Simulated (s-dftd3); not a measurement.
C₃H₉N, charge -1, doublet, at the geometry of the source list (a state made from the parent by changing its charge; the spin is typed, not shown lowest); D3(zero) for b3lyp in s-dftd3 1.4.0.

Here is a job for s-dftd3.
```
$ s-dftd3 mol.xyz --zero b3lyp --json dftd3.json --noedisp --grad

# file mol.xyz
13

C     -0.61420000     1.11590000     0.56410000
C     -0.09010000     0.02020000    -0.36040000
C      1.35060000    -0.34120000    -0.00900000
N     -0.92020000    -1.16670000    -0.18850000
H      0.00310000     2.00670000     0.48570000
H     -0.60020000     0.76100000     1.59070000
H     -1.63700000     1.37810000     0.30330000
H     -0.11220000     0.39990000    -1.40170000
H      1.72360000    -1.11430000    -0.67700000
H      1.39180000    -0.71630000     1.00970000
H      1.99300000     0.53090000    -0.09460000
H     -0.60270000    -1.91270000    -0.79820000
H     -1.88540000    -0.96140000    -0.42410000
```

It wrote (shortened):

```
-----------------------------------
 s i m p l e   D F T - D 3  v1.4.0
-----------------------------------

Zero (Chai-Head-Gordon) damping: b3lyp-D3(0)
--------------------
  s6         1.0000
  s8         1.7030
  s9         0.0000
 rs6         1.2610
 rs8         1.0000
 alp        14.0000
--------------------

Dispersion energy:      -6.9132918865680E-03 Eh

Gradient norm:           7.0892338958359E-04 Eh/a0
--------------------------------------------------
     #    Z           dE/dx      dE/dy      dE/dz
--------------------------------------------------
     1    6 C    -2.068E-05 -2.432E-04 -1.789E-04
     2    6 C     9.804E-05  3.223E-05  2.544E-04
     3    6 C    -2.798E-04 -5.095E-05 -1.033E-04
     4    7 N     1.784E-04  2.471E-04 -1.683E-05
     5    1 H    -1.213E-04  2.715E-05  3.162E-05
     6    1 H    -6.978E-05  1.210E-04 -4.317E-05
     7    1 H     4.064E-05  4.274E-05  4.508E-05
     8    1 H    -5.570E-05 -1.455E-04  1.788E-04
     9    1 H     4.558E-05  3.897E-05  4.359E-05
    10    1 H     1.099E-04 -1.231E-05 -9.560E-05
    11    1 H     6.309E-05 -1.095E-04 -2.216E-05
    12    1 H     3.144E-05  7.120E-06 -5.432E-05
    13    1 H    -1.992E-05  4.518E-05 -3.932E-05
--------------------------------------------------

Virial:
--------------------------------------------------
      component           x          y          z
--------------------------------------------------
          x      -3.422E-04 -1.008E-03 -1.891E-04
          y      -1.008E-03 -1.028E-03  3.297E-04
          z      -1.891E-04  3.297E-04 -1.025E-03
--------------------------------------------------

[Info] JSON dump of results written to 'dftd3.json'
```
